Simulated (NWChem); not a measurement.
System: ZrNHF2; SMILES [NH]=[Zr]([F])[F]

All runs: NWChem. Coordinates come from a PBE0/def2-SVP (def2 core potentials past Kr) optimisation. B3LYP is NWChem's, with the RPA form of VWN correlation.

For level B3LYP/3-21G, non-relativistic:

```
Property                     Result
---------------------------  ------
highest occupied level (eV)   -6.24
orbital gap (eV)               3.58
dipole (D)                     2.79
```

Q: How do the values read with level B3LYP/STO-3G, non-relativistic instead?

A: 
- highest occupied level (eV) = -2.73
- orbital gap (eV) = 3.86
- dipole (D) = 2.92
